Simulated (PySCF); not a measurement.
Vertical excitations of a molecule C₃H₉NSi₂ from TDA-LC-ωPBE/def2-SVPD run with PySCF, as energy in eV (oscillator strength): 4.56 (0.000), 6.27 (0.003), 6.53 (0.025), 7.18 (0.143), 7.27 (0.014), 7.57 (0.016), 7.78 (0.060), 8.08 (0.094), 8.19 (0.009), 8.31 (0.056). Lowest triplet (TDA): 3.60 eV. Geometry: r2SCAN-D4/def2-SVP. One conformer was computed; it need not be the lowest.

Problem. Identify the compound among the candidates.
A) CN1C=C[SiH2][SiH2]1
B) CC1=N[C@@H]([SiH3])[SiH2]1
C) [SiH3]N1C=CC[SiH2]1
D) [SiH3]C1=CCN[SiH2]1

Solution. B, CC1=N[C@@H]([SiH3])[SiH2]1
